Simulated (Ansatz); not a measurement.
Mulliken charges of `C#[C][Ti]([OH])([F])[F]` from PBE/def2-TZVPP in Ansatz (PBE0-D4/def2-TZVP geometry).

| atom | x (Å) | y (Å) | z (Å) | charge (e) |
| --- | --- | --- | --- | --- |
| C1 | 1.391 | -1.353 | -1.371 | -0.176 |
| C2 | 0.782 | -0.556 | -0.688 | -0.272 |
| Ti3 | -0.200 | 0.795 | 0.451 | 1.040 |
| O4 | -1.850 | 0.211 | 0.648 | -0.386 |
| F5 | -0.201 | 2.344 | -0.360 | -0.306 |
| F6 | 0.614 | 0.883 | 1.994 | -0.305 |
| H7 | 1.929 | -2.051 | -1.972 | 0.200 |
| H8 | -2.371 | -0.331 | 1.243 | 0.205 |

By hand: the dipole of these point charges (1 e Å = 4.8032 D).

Σ q r = (-0.177, -0.330, 0.010) e Å, of length 0.375 e Å = 1.80 D.

How does the dipole of the full density compare? (An estimate is asked.)

Ansatz gave: (-0.233, -0.407, 0.091) e Å, 2.29 D; the point charges give 0.79 times that, at 10° from its direction.

Point charges leave out the atoms' own dipoles, such as those of lone pairs, and Mulliken's split depends on the basis, so the two needn't agree.
